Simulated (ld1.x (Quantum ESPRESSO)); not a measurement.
**Which change was made? (O, PAW)**

- Element: oxygen (O)
- Generator: ld1.x (Quantum ESPRESSO) 7.5
- Type: PAW
- Functional: LDA (PZ)
- Relativity: scalar-relativistic
- Frozen core: [He]
- Valence charge: 6
- Reference configuration: 2s1 2p5
- Partial waves: 2s (bound): rcut 0.60, rcutus 0.75 bohr; 2s channel at -0.95 Ry: rcut 0.60, rcutus 0.75 bohr; 2p (bound): rcut 1.00, rcutus 1.15 bohr; 2p channel at 0.05 Ry: rcut 1.00, rcutus 1.15 bohr; 3d channel at 0.35 Ry: rcut 0.95, rcutus 1.15 bohr; 3d channel at 2.4 Ry: rcut 0.95, rcutus 1.15 bohr
- Local potential: all-electron potential smoothed inside 0.70 bohr (lloc = -2)
- Core correction: Bessel-smoothed model core, default radius (core density twice the valence density)
- Augmentation charge: PSQ, radius 0.60 bohr

Cutoffs, loose and tight: the cutoffs (Ry, on a coarse ladder) from which the occupation-weighted sum of valence levels, in a spherical-Bessel basis at the reference potential, stays within 10 and 1 mRy of its value at 400 Ry. They do not see the model core or the augmentation charge, which bear on the density cutoff. Test errors are all-electron minus pseudo excitation energies from the reference, over the configurations 2s2 2p4; 2s2 2p3; 2s2 2p2; 2s2 2p4.3; 2s0 2p6; 2s2 2p1; 2s2 2p3.5 (two spin-polarised tests are not counted in the largest error); variants that change the core or the reference have their own tests.

The base gives: outcome: generated; cutoff, loose: 55 Ry; cutoff, tight: 100 Ry; bound ghosts: none; largest test error (meV): -24.

Problem. After one change the result is: outcome: generated, overlap not positive; bound ghosts: not determined (overlap not positive); largest test error (meV): -85. Which change was it?
A. wave 2p channel at 0.05 Ry: rcut 1.00, rcutus 1.15 bohr becomes 2p channel at -0.58 Ry: rcut 1.00, rcutus 1.15 bohr
B. local potential all-electron potential smoothed inside 1.34 bohr (lloc = -2)
C. core none, valence charge 8; reference 1s2 2s2 2p3.5; waves now 1s (bound): rcut 0.30, rcutus 0.40 bohr; 2s (bound): rcut 0.30, rcutus 0.40 bohr; 2p (bound): rcut 0.80, rcutus 1.10 bohr; 2p channel at 0.05 Ry: rcut 0.80, rcutus 1.10 bohr; 3d channel at 0.35 Ry: rcut 0.85, rcutus 1.00 bohr; 3d channel at 2.4 Ry: rcut 0.85, rcutus 1.00 bohr; local potential all-electron potential smoothed inside 0.30 bohr (lloc = -1); core correction none; augmentation PSQ, radius 0.25 bohr

Solution. C. The others give: local potential all-electron potential smoothed inside 1.34 bohr (lloc = -2) → outcome: generated; cutoff, loose: 55 Ry; cutoff, tight: 100 Ry; bound ghosts: none; largest test error (meV): -7.3 | wave 2p channel at 0.05 Ry: rcut 1.00, rcutus 1.15 bohr becomes 2p channel at -0.58 Ry: rcut 1.00, rcutus 1.15 bohr → outcome: generated; cutoff, loose: 55 Ry; cutoff, tight: 100 Ry; bound ghosts: none; largest test error (meV): -19. A file whose overlap is not positive is unfit for use, and its test errors describe a broken file.
